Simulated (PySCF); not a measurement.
A calculated (B3LYP, PySCF 2.14, aug-cc-pVDZ-DK, the spin-free X2C one-electron Hamiltonian (Gaussian nucleus)) atom or ion has these occupied shells.

```tsv
shell	electrons	orbital energy (eV)	rms radius, mean of both spins (bohr)
1s α	1	-6468.2	0.0703
1s β	1	-6468.1	0.0703
2s α	1	-764.59	0.303
2s β	1	-762.26	0.303
2p α	3	-648.56	0.273
2p β	3	-646.60	0.273
3s α	1	-100.31	0.917
3s β	1	-94.065	0.917
3p α	3	-67.973	0.988
3p β	3	-61.439	0.988
3d α	5	-18.139	1.32
4s α	1	-13.135	2.97
```

Problem. Name the element and its charge.

Solution. Mn+ (manganese, charge +1), in [Ar] 3d5 4s1, high-spin 7S determinant.
